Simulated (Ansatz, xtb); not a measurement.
**Two isomers of C4H3N3S**

Structure a: `N#Cc1cncn1S`, a singlet. Structure b: `N#Cc1cn(S)cn1`, a singlet. Both are isolated molecules in the gas phase, relaxed with PBE-D3(BJ)/def2-SVP; the shapes shown needn't be the lowest conformers.

a (Å):

```xyz
11

C     0.0915   -2.6729   -0.3891
C    -0.4817   -1.6314    0.3782
C    -1.7760   -1.1113    0.4337
C    -0.6249    0.0533    1.8294
N     0.5467   -3.5377   -1.0429
N    -1.8424   -0.0803    1.3330
N     0.2550   -0.8559    1.2873
S     1.9133   -1.0769    1.7286
H    -2.6467   -1.4475   -0.1426
H    -0.2950    0.7797    2.5839
H     2.4439   -0.3637    0.6881
```

b (Å):

```xyz
11

C    -0.8052   -3.6137    0.9611
C    -0.3112   -2.2871    0.7789
C    -1.0493   -1.1089    0.8515
C     1.0979   -0.7062    0.3989
N    -1.2328   -4.6958    1.1164
N    -0.1326   -0.1015    0.6125
N     1.0214   -2.0132    0.4965
S    -0.4802    1.5931    0.5134
H    -2.1063   -0.9026    1.0433
H    -0.2781    1.8681    1.8391
H     1.9936   -0.1110    0.1788
```

Energies in hartree; the thermal terms are from GFN2-xTB frequencies at re-optimised GFN2-xTB minima (ideal gas, soft modes damped towards free rotors, one conformer each, 298.15 K, 1 atm) and include the zero-point energy:

|  | a | b |
| --- | --- | --- |
| E, CCSD(T)/def2-SVP | −714.879608 | −714.880960 |
| E, MP2/def2-SVP | −714.798833 | −714.800133 |
| E, MP2/def2-TZVPP | −715.553716 | −715.554648 |
| zero-point energy | 0.065463 | 0.065468 |
| H(298 K) − E | 0.074003 | 0.073941 |
| G(298 K) − E | 0.032561 | 0.032832 |

Q: Correct the CCSD(T) difference for the basis set by the MP2 change, then work out ΔE, ΔE₀, ΔH and ΔG for a → b in kcal/mol (1 Eh = 627.51 kcal/mol) and the equilibrium ratio [b]/[a].

A: 1. Differences b − a: CCSD(T) −0.001352, MP2 in the small set −0.001300, MP2 in the large set −0.000932 Eh.
2. ΔE = −0.001352 + (−0.000932 − (−0.001300)) = −0.000984 Eh = −0.62 kcal/mol.
3. ΔE₀ = ΔE + ΔZPE = −0.000984 + (+0.000005) Eh = −0.61 kcal/mol.
4. ΔH = ΔE + (−0.000062) Eh = −0.66 kcal/mol.
5. ΔG = ΔE + (+0.000271) Eh = −0.45 kcal/mol, so ΔS = (ΔH − ΔG)/T = −2.9 J/(mol K).
6. kT = 0.9442 mEh, so K = [b]/[a] = exp(−ΔG/kT) = exp(+0.76) ≈ 2.1.

The two are too close for this level to say which is favoured. An error of 1 kcal/mol in ΔG would change K by a factor of 5.4. Mirror images and further conformers aren't counted.

As drawn, both hold the same kinds of bond in the same numbers.

Other levels gave ΔE = +0.8 (GFN2-xTB); −2.0 (HF/STO-3G, GFN2-xTB geometries); +0.3 (r2SCAN-D4/def2-SVP, GFN2-xTB geometries); +0.5 (PBE-D3(BJ)/def2-SVP); −1.7 (HF/def2-SVP); −0.8 (MP2/def2-SVP); −0.8 (CCSD(T)/def2-SVP) kcal/mol. The correlated steps freeze 12 core orbitals. Programs: Ansatz 0.2.0, xtb 6.7.1.
